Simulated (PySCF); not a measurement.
# Telling isomers of C5H12O2Si2 apart by NMR

Averaged over atoms made equivalent by symmetry, fast rotation or ring inversion, isolated molecule, one conformer, relativity neglected. Geometry from GFN2-xTB; GIAO PBE0/pcSseg-1 shieldings; PySCF.

δ = σ(ref) − σ, references computed at the same level: 1H (σref 31.72), 13C (σref 186.93) vs TMS. Where no couplings were computed, multiplicities follow the n + 1 count of equivalent neighbours, and m marks all less simple cases (inequivalent or close neighbours, rings, F or P nearby). Shifts are as computed. Against solution values, carbons near 30 ppm lie about +3 ppm off and those near 130 ppm about +5 ppm. Of 1211 compounds with measured shifts, 218 miss one by over three times the rms of a fit or turn the order of signals round; such compounds aren't used in these exercises. OH and NH positions are gas-phase values without hydrogen bonding to other molecules.

(1) Tabulate the signals of `C=CO[Si@](O)([SiH3])C(=C)C`, `C[SiH](C)/C=C/C(=O)O[SiH3]` and their relative energies.

(2) What is the quickest way to tell C=CO[Si@](O)([SiH3])C(=C)C from C[SiH](C)/C=C/C(=O)O[SiH3]?

Answers

(1) 
```json
{"SMILES": "C=CO[Si@](O)([SiH3])C(=C)C", "carbon types": "1×C 1×CH 2×CH2 1×CH3", "δC": "151.8, 151.0, 134.5, 100.3, 25.1", "δH": "6.92 (m, 1H), 6.10 (m, 1H), 6.02 (m, 1H), 4.91 (m, 1H), 4.54 (m, 1H), 3.33 (s, 3H), 2.02 (br s, 1H), 1.91 (s, 3H)", "E rel. (kcal/mol)": "9.5"}
{"SMILES": "C[SiH](C)/C=C/C(=O)O[SiH3]", "carbon types": "1×C 2×CH 2×CH3", "δC": "171.5, 163.0, 142.4, -2.6", "δH": "8.01 (m, 1H), 6.57 (d, 1H), 4.84 (s, 3H), 4.63 (m, 1H), 0.26 (d, 6H)", "E rel. (kcal/mol)": "0.0"}
```

Energies are electronic energies at PBE0/pcSseg-1 on these geometries, without zero-point or thermal terms, each for the one conformer computed, which needn't be the lowest.

(2) Count the carbon signals: 5 against 4. The first has a terminal =CH2 carbon at 134.5 ppm, the second a methyl carbon bonded to Si (CH3) at -2.6 ppm. Their most deshielded carbons lie at 151.8 and 171.5 ppm. In the proton spectra the most deshielded non-exchanging signals are 6.92 (m, 1H) and 8.01 (m, 1H).
